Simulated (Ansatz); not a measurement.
Total energies of In(pzH)Cl3 (C3H4Cl3InN2) from Ansatz at PBE-D4/def2-TZVP, gas phase (1 Eh = 27.2114 eV = 2625.5 kJ/mol). The reference geometry is relaxed at PBE-D4/def2-SVP.

```json
{"state": "charge 0 singlet", "geometry": "reference", "energy (Eh)": "-1796.45083"}
{"state": "charge 1 doublet", "geometry": "reference", "energy (Eh)": "-1796.09917"}
{"state": "free In atom (doublet)", "geometry": "–", "energy (Eh)": "-190.11735"}
{"state": "free N atom (quartet)", "geometry": "–", "energy (Eh)": "-54.53214"}
{"state": "free C atom (triplet)", "geometry": "–", "energy (Eh)": "-37.79597"}
{"state": "free H atom (doublet)", "geometry": "–", "energy (Eh)": "-0.49962"}
{"state": "free Cl atom (doublet)", "geometry": "–", "energy (Eh)": "-459.95840"}
```

In the def2 sets In takes a core potential; there is no spin–orbit coupling.

(1) Work out the vertical ionisation energy to the doublet.

(2) What is the binding energy per atom against free atoms?

(1) E(charge 1 doublet) − E(charge 0 singlet) = -1796.09917 − (-1796.45083) = 0.35166 Eh = 9.57 eV. For comparison, −ε of the highest occupied level is 7.19 eV at this level, 2.38 eV less.

(2) Atoms: 1 × (-190.11735) + 2 × (-54.53214) + 3 × (-37.79597) + 4 × (-0.49962) + 3 × (-459.95840) = -1794.44322 Eh. Binding: -1794.44322 − (-1796.45083) = 2.00761 Eh = 54.63 eV, or 4.20 eV for each of 13 atoms (no zero-point energy, no counterpoise term).

At PBE-D4/def2-TZVP the gap within one spin of the charge 1 doublet nearly closes, so an electron or hole may be smeared out by delocalisation error.
